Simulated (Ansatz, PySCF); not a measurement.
Pair of molecules: C2H4 (SMILES C=C) (first 6 atoms) with CHN (SMILES C#N); geometry from B3LYP-D3(BJ)/def2-TZVP.
(charge 0, multiplicity 1):
```xyz
9

C      0.656     0.011    -0.001
C     -0.667     0.044     0.089
H      1.205    -0.923     0.020
H      1.242     0.916    -0.112
H     -1.217     0.977     0.057
H     -1.254    -0.862     0.188
C      0.249     0.274     3.666
N      0.328     0.350     4.807
H      0.174     0.203     2.599
```

Monomers are frozen at their geometry in the pair; levels with a basis set take the counterpoise correction. Rows marked so take none.

Correlated levels freeze the cores. Rows in 6-31G* carry no dispersion term and start afresh at each structure (6-31G* with six Cartesian d functions).

Codes used: Ansatz (an electronic-structure program) with Gaussian orbitals; PySCF for 6-31G* rows, the dispersion terms. 

One of these levels gives -105.2 meV for the interaction energy. Which?
A) M06-2X/6-31G* (no counterpoise)
B) CCSD/aug-cc-pVDZ
C) r2SCAN-D4/def2-TZVPPD
D) B3LYP-D3(BJ)/def2-TZVPPD

C, r2SCAN-D4/def2-TZVPPD. The others give -119.7 (B3LYP-D3(BJ)/def2-TZVPPD), -143.0 (M06-2X/6-31G* (no counterpoise)), -76.2 (CCSD/aug-cc-pVDZ)
